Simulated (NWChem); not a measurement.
# CH4AlI; SMILES [CH3][AlH][I]

Program: NWChem. Geometry: optimised at PBE0/def2-SVP. def2 effective core potentials on I; no spin-orbit coupling. Vertical excitations in the gas phase; the lowest state need not have the same character in each row.

For level B3LYP/def2-SVP, TDA:

```
Property                                  Result
----------------------------------------  ------
lowest excitation, singlet (eV)             4.54
lowest state with f > 0.02, singlet (eV)    5.32
lowest triplet (eV)                         4.41
orbital gap (eV)                            5.56
```

Problem. Estimate the same quantities for level PBE/def2-SVP, TDA.

Solution. 
| Quantity | Result |
|---|---|
| lowest excitation, singlet (eV) | 4.17 |
| lowest state with f > 0.02, singlet (eV) | 4.99 |
| lowest triplet (eV) | 4.04 |
| orbital gap (eV) | 4.12 |
